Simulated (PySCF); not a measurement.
```xyz
15

C     -1.5996    -0.5201    -0.3871
C     -0.4267     0.3371     0.0818
C      0.2865     1.0032    -1.0910
Si     0.7569    -0.6986     1.1041
O      2.0444     0.1660     1.6748
H     -1.2613    -1.3292    -1.0423
H     -2.1370    -0.9754     0.4493
H     -2.3196     0.0770    -0.9556
H     -0.8094     1.1212     0.7482
H      0.7175     0.2575    -1.7675
H      1.0945     1.6601    -0.7577
H     -0.4067     1.6117    -1.6808
H      1.2346    -1.8311     0.2535
H      0.0685    -1.2332     2.3065
H      2.7572     0.3537     1.0640
```

Charge 0, multiplicity 1.

Task: Give the Mulliken and meta-Löwdin atomic charges from PySCF with PBE0-D4/def2-TZVP.

Result: 
```
atom  Mulliken (e)  meta-Löwdin (e)
----  ------------  ---------------
C1           -0.38            -0.34
C2           -0.14            -0.32
C3           -0.40            -0.34
Si4           0.40             0.88
O5           -0.54            -0.76
H6            0.12             0.11
H7            0.13             0.11
H8            0.12             0.11
H9            0.09             0.11
H10           0.12             0.11
H11           0.12             0.11
H12           0.12             0.11
H13          -0.06            -0.14
H14          -0.04            -0.11
H15           0.32             0.35
```
